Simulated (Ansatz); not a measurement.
Ideal-gas functions of CH3BFGaO, SMILES `[F][Ga]1[CH2]B[O]1` at 400 K and 1 bar, from an Ansatz frequency run at PBE0-D4/def2-TZVP.

Molar mass 130.57 g/mol, point group Cs (symmetry number 1), electronic degeneracy 1, moments of inertia 52.472, 177.898, 227.206 u Å². Harmonic wavenumbers (cm⁻¹, unscaled): 97, 161, 208, 427, 528, 548, 703, 759, 770, 822, 990, 1005, 1063, 1302, 1385, 2602, 3097, 3153.

Use S(trans) = R[1.5 ln M + 2.5 ln T − 1.1517]; rotational temperatures θ = 24.2544 K / I; S(rot) = R[ln(√π/σ · √(T³/θAθBθC)) + 1.5]; for each mode x = 1.438777 ν̃/T, S = R[x/(eˣ − 1) − ln(1 − e⁻ˣ)] and H = RT x/(eˣ − 1); 1 cm⁻¹ = 0.0119627 kJ/mol; R = 8.31446 J/(mol·K).

By hand: the entropy, in J/(mol·K).

Translation 175.7. Rotation: θ = 0.4622, 0.1363, 0.1068 K, giving 112.7. Vibration, mode by mode: 17.11, 12.97, 10.92, 5.52, 4.13, 3.90, 2.51, 2.14, 2.08, 1.79, 1.11, 1.06, 0.89, 0.44, 0.34, 0.01, 0.00, 0.00, in all 66.9. Electronic 0.0. Sum 355.3 J/(mol·K).

By hand: H − E and G − E in kJ/mol, counted from the electronic energy.

Zero-point energy ½ × 19620 × 0.0119627 = 117.4; thermal vibration 14.8; translation, rotation and pV give 4 RT = 13.3. H − E = 145.5 kJ/mol, and G − E = 145.5 − 400 × 355.3/1000 = 3.4 kJ/mol.

Vibration gives 19 % of the entropy, 17.1 J/(mol·K) of it from the mode under 150 cm⁻¹: soft modes count most, and the harmonic formula is weakest for them.
